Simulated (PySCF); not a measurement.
Method: PBE0-D3(BJ)/def2-TZVP (PySCF). All species are isolated molecules in the gas phase. One relaxed conformer stands for a flexible species; it need not be the lowest. Excitations are Tamm–Dancoff values on a coarser integration grid. The basis has no diffuse functions, so Rydberg states are missing or too high.

Reference species (SMILES): `C(=C)(C)S` (C–C–S–H torsion 0°) (neutral, multiplicity 1).

```
Property                   Value
----------------------  --------
S1–T1 gap (TDA)          1.32 eV
HOMO                    -6.43 eV
S1 oscillator strength     0.000
S1 excitation (TDA)      5.24 eV
```

Changed species: `S1CCC1`.

Predict the effect on the S1–T1 gap (TDA), HOMO, S1 oscillator strength and S1 excitation (TDA).

the S1–T1 gap (TDA) falls by 0.74 eV, to 0.58 eV; the HOMO increases by 0.17 eV, to -6.26 eV; the S1 oscillator strength stays essentially unchanged; the S1 excitation (TDA) falls by 0.61 eV, to 4.63 eV.
